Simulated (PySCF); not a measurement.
Precursor series Ti Cl-NH2. Gas-phase values, no solvent. One relaxed conformer stands for each flexible species; it need not be the lowest.

All values below come from B3LYP-D3(BJ)/def2-TZVP // r2SCAN-D4/def2-SVP (PySCF). All candidates: neutral, multiplicity 1. B3LYP has the VWN-RPA correlation part, as in Gaussian. 

| Property | Result |
|---|---|
| LUMO | -3.43 eV |
| HOMO | -8.24 eV |
| HOMO–LUMO gap | 4.81 eV |

Which member has these values?
A) [Ti(Cl)2(NH2)2]
B) [Ti(Cl)(NH2)3]
C) [Ti(Cl)3(NH2)]
D) [Ti(Cl)4]

C, [Ti(Cl)3(NH2)]. The others give [Ti(Cl)4]: -3.99 eV, -9.34 eV, 5.35 eV; [Ti(Cl)2(NH2)2]: -2.58 eV, -7.64 eV, 5.06 eV; [Ti(Cl)(NH2)3]: -1.59 eV, -7.31 eV, 5.72 eV
